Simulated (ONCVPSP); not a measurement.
molybdenum (Mo) ONCV: all-electron and pseudo phase curves

```json
{"Element": "Mo (Z = 42)", "Generator": "ONCVPSP 4.0.1", "Type": "optimised norm-conserving Vanderbilt (ONCV)", "Functional": "PBE", "Relativity": "scalar-relativistic", "Frozen core": "[Ar] 3d10", "Valence charge": "14", "Reference configuration": "4s2 4p6 4d5 5s1", "Partial waves": "4s+5s: rc 1.55 bohr, ncon 4, nbas 7, qcut 7.5 1/bohr, 2 projectors; 4p: rc 1.80 bohr, ncon 4, nbas 8, qcut 6.1 1/bohr, 2 projectors, debl 2.8 Ha; 4d: rc 1.95 bohr, ncon 4, nbas 8, qcut 6.8 1/bohr, 3 projectors, debl 0.7 Ha", "Local potential": "polynomial inside 0.95 bohr (lpopt 5, dvloc0 -1 Ha)", "Core correction": "Teter function, fcfact 3.25, rcfact 1"}
```

The phase is arctan(r·R′/R) of the radial function R(r), unwrapped; energies in Ha, scanned from -4 to 5 Ha. A pole is an energy at which the radial function vanishes at the test radius. The pseudo phase is shifted by a multiple of π to meet the all-electron one at the reference energy, and phase errors are pseudo minus all-electron; the curves can meet again beyond the range given. Levels narrower than the energy grid can be missing from the lists of poles.

Question: For each channel, where are the poles, and over which energies does the pseudopotential scatter like the atom?

Answer:

```
channel  radius (bohr)  reference energy (Ha)  poles, all-electron  poles, pseudo  unbroken range about the reference energy with phases within 0.05 rad  phase error 1 Ha above the reference energy (rad)
      s           1.57                  -0.15                -1.45    -1.45, 3.34                                                              below 2.5                                             -0.000
      p           1.83                  -1.41                -0.86          -0.86                                                        the whole range                                             -0.000
      d           1.98                  -0.14                 0.69           0.69                                                        the whole range                                             +0.000
```

Note: ghosts flagged at negative energy: d at -1098.4 eV; GHOST(+) flagged for s at 91.6 eV. A true bound ghost makes a file unfit for plane-wave use.

Phases in the p channel:

```csv
E (Ha),all-electron,pseudo
-3.98,1.263,1.263
-3.50,1.212,1.212
-3.02,1.126,1.126
-2.54,0.935,0.935
-2.06,0.253,0.253
-1.58,-1.081,-1.081
-1.10,-1.481,-1.481
-0.62,-1.637,-1.637
-0.14,-1.741,-1.741
0.34,-1.844,-1.844
0.82,-1.984,-1.984
1.30,-2.234,-2.234
1.78,-2.802,-2.803
2.26,-3.674,-3.676
2.74,-4.159,-4.162
3.22,-4.370,-4.374
3.70,-4.482,-4.486
4.18,-4.552,-4.557
4.66,-4.600,-4.607
```
